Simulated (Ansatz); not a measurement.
Geometry optimisation, Ansatz 0.2.0, RKS PBE/def2-SVP.

Input file:

```yaml
crystal:
  periodic: [false, false, false]
  atoms:
    - { symbol: Zr, position_ang: [-0.225477, -0.41296, 0.143274] }
    - { symbol: Cl, position_ang: [-0.018596, -0.185595, 2.618339] }
    - { symbol: O, position_ang: [1.425317, -0.836844, -0.734482] }
    - { symbol: H, position_ang: [2.194127, -0.910302, -1.318471] }
    - { symbol: O, position_ang: [-1.20841, 1.003516, -0.691526] }
    - { symbol: H, position_ang: [-1.529289, 1.797871, -1.145006] }
    - { symbol: F, position_ang: [-1.317784, -1.963092, -0.113822] }
    - { symbol: "N", position_ang: [1.551431, 2.335196, 1.060732] }
    - { symbol: H, position_ang: [2.562181, 2.187711, 0.964466] }
    - { symbol: Si, position_ang: [0.886369, 3.866291, 0.514486] }
    - { symbol: H, position_ang: [1.106906, 3.988444, -0.971279] }
    - { symbol: H, position_ang: [-0.589281, 3.829904, 0.803747] }
    - { symbol: H, position_ang: [1.475527, 5.108331, 1.146589] }
    - { symbol: H, position_ang: [1.238679, 1.96583, 1.984553] }
basis:
  gaussian: { orbitals: def2-SVP }
hamiltonian:
  xc: pbe
relax:
  f_tol: 0.03
  max_steps: 50
output:
  orbitals: {}
```

Run as:

```bash
$ ansatz run input.yaml --threads 4 --pin off --max-ram 5120MiB --backend cpu --events-out ev --progress --plain --runs-dir out
```

Problem. Where does it end, and by what steps?

Solution. It converged. After 19 steps the energy has fallen by 0.457 eV; O3 moved furthest, 0.72 Å. Joined: Zr1–N8 (3.40 → 2.48 Å).

| step | energy less start (eV) | largest force component (eV/Å) | accepted |
| --- | --- | --- | --- |
| 0 | 0.0000 | 0.820 | yes |
| 1 | -0.1295 | 0.686 | yes |
| 2 | -0.2898 | 0.639 | yes |
| 3 | -0.3313 | 0.695 | yes |
| 4 | -0.3886 | 0.721 | yes |
| 5 | -0.4265 | 0.565 | yes |
| 6 | -0.4355 | 0.210 | yes |
| 7 | -0.4376 | 0.161 | yes |
| 8 | -0.4413 | 0.109 | yes |
| 9 | -0.4463 | 0.080 | yes |
| 10 | -0.4478 | 0.063 | yes |
| 11 | -0.4492 | 0.123 | yes |
| 12 | -0.4505 | 0.216 | yes |
| 13 | -0.4463 | 0.590 | no |
| 14 | -0.4553 | 0.030 | yes |
| 15 | -0.4472 | 0.655 | no |
| 16 | -0.4555 | 0.049 | yes |
| 17 | -0.4559 | 0.066 | yes |
| 18 | -0.4545 | 0.181 | no |
| 19 | -0.4565 | 0.018 | yes |

```xyz
14
Properties=species:S:1:pos:R:3
Zr 0.001 0.055 0.287
Cl -0.240 -0.229 2.685
O 1.771 -0.239 -0.537
H 2.038 -0.970 -1.122
O -1.158 1.362 -0.560
H -1.663 1.781 -1.271
F -0.764 -1.605 -0.335
N 1.316 2.024 1.026
H 2.249 1.766 0.671
Si 0.768 3.641 0.456
H 0.782 3.626 -1.041
H -0.597 3.892 1.013
H 1.701 4.721 0.938
H 1.348 1.948 2.053
```

Whether the end is a true minimum wasn't checked by a vibrational analysis.

Time of the run: 56 s on 4 threads of Arm Neoverse V2, on a shared host, peak memory 0.26 GiB.
